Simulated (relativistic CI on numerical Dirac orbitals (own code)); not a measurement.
## Fe2+: resonant inelastic scattering at the L2,3 edge

Computed with this model: Dirac-Coulomb-Breit CI, KLI orbitals optimised for each configuration, model QED (radiative potential, 1s self-energy scaled to tabulated hydrogen-like ionisation energies), valence Slater integrals scaled by 0.9, Kramers-Heisenberg scattering through one core-hole configuration in a parametric crystal field; configurations [Ar] 3d6 → [He] 2s2 2p5 3s2 3p6 3d7; 300 K; core-hole width 0.4 eV; summed over polarisations. Incident energies are the highest absorption maxima for each field (at most a few, so the weaker spin-orbit partner edge can be absent), on the computed scale of the free ion. Intensities are in per cent of the strongest line above 0.02 eV; levels within 1 cm⁻¹ are merged; final levels count from the ground level, the first row holds all elastic scattering, lines under 0.4 are left out and each table stops after 24 rows. The scale of the Slater integrals is a model choice and moves the terms in proportion.

Field parameters in Wybourne normalisation: D4h B²₀ = −7Ds, B⁴₀ = 21(Dq − Dt), B⁴₄ = 21√(5/14) Dq. The field is a parameter set, without covalency.

S is read from ⟨S²⟩ = S(S + 1).

D4h, 10Dq = 12550, Ds = -1500, Dt = -410 cm⁻¹:

```csv
Final level (eV),Degeneracy,Irrep,S,708.4 eV,710.3 eV,711 eV
0.000,2,A1+A2,2.00,58.5,435.4,310.8
0.002,2,E,2.00,2.4,79.2,15.5
0.002,1,B2,2.00,1.1,55.7,12.5
0.286,2,E,2.00,17.9,6.8,9.7
0.295,1,B1,2.00,3.9,4.1,3.1
0.299,1,B2,2.00,2.5,7.5,4.1
0.307,2,E,2.00,3.9,13.9,6.9
0.315,1,A1,1.99,3.9,2.3,2.1
0.322,1,A2,2.00,7.4,2.5,2.0
0.330,2,E,1.99,10.0,3.4,9.0
0.608,1,A1,0.14,0.3,1.2,2.4
0.849,1,A1,0.99,1.8,5.5,1.9
0.851,2,E,1.02,1.2,4.1,4.1
0.996,1,A2,1.01,2.4,4.1,4.2
1.023,2,E,1.00,2.8,5.0,7.6
1.024,1,A1,0.98,1.9,1.8,3.2
1.033,1,B1,1.00,1.0,1.3,2.1
1.035,1,B2,1.00,0.8,1.5,4.5
1.560,2,A1+A2,1.99,1.2,15.0,100.0
1.561,2,E,2.00,2.0,13.1,45.2
1.561,1,B1,2.00,1.2,4.0,16.9
1.803,1,B1,1.00,1.3,2.4,1.1
1.804,1,B2,1.00,1.3,2.0,1.3
1.818,2,E,1.00,1.4,7.2,5.0
```

D4h, 10Dq = 12550, Ds = -860, Dt = -410 cm⁻¹:

| Final level (eV) | Degeneracy | Irrep | S | 708.2 eV | 710.1 eV | 711 eV |
| --- | --- | --- | --- | --- | --- | --- |
| 0.000 | 1 | B2 | 2.00 | 143.2 | 1078.7 | 431.0 |
| 0.001 | 2 | E | 2.00 | 6.5 | 206.5 | 27.1 |
| 0.006 | 1 | A1 | 2.00 | 8.8 | 31.8 | 51.8 |
| 0.006 | 1 | A2 | 2.00 | 8.6 | 60.6 | 49.3 |
| 0.060 | 2 | E | 2.00 | 48.6 | 69.6 | 24.7 |
| 0.065 | 1 | B1 | 2.00 | 12.1 | 9.6 | 9.7 |
| 0.080 | 1 | B2 | 2.00 | 7.3 | 54.6 | 27.2 |
| 0.084 | 2 | E | 2.00 | 10.8 | 76.6 | 31.4 |
| 0.088 | 1 | A1 | 1.99 | 9.8 | 13.5 | 8.6 |
| 0.095 | 1 | A2 | 2.00 | 18.2 | 20.7 | 8.6 |
| 0.101 | 2 | E | 1.99 | 29.2 | 39.4 | 23.6 |
| 0.463 | 1 | A1 | 0.12 | 1.1 | 2.7 | 3.3 |
| 0.718 | 2 | E | 1.01 | 3.5 | 14.1 | 8.9 |
| 0.722 | 1 | A1 | 0.98 | 3.5 | 14.6 | 3.8 |
| 1.008 | 1 | A2 | 1.01 | 4.7 | 15.3 | 6.0 |
| 1.022 | 2 | E | 1.00 | 6.7 | 11.5 | 17.6 |
| 1.023 | 1 | B1 | 1.00 | 2.4 | 6.0 | 3.1 |
| 1.025 | 1 | A1 | 0.99 | 3.8 | 9.7 | 5.8 |
| 1.026 | 1 | B2 | 1.00 | 1.5 | 3.9 | 15.5 |
| 1.567 | 1 | A2 | 1.98 | 1.3 | 13.2 | 90.5 |
| 1.568 | 1 | A1 | 1.99 | 1.7 | 14.2 | 95.1 |
| 1.569 | 2 | E | 1.99 | 3.9 | 36.2 | 100.0 |
| 1.569 | 1 | B1 | 1.99 | 2.7 | 8.9 | 37.7 |
| 1.633 | 1 | B1 | 1.00 | 1.3 | 5.1 | 4.0 |

For the first field the strongest loss at the lowest incident energy is the level at 0.29 eV (S = 2.00, against 2.00 in the thermal ground state).
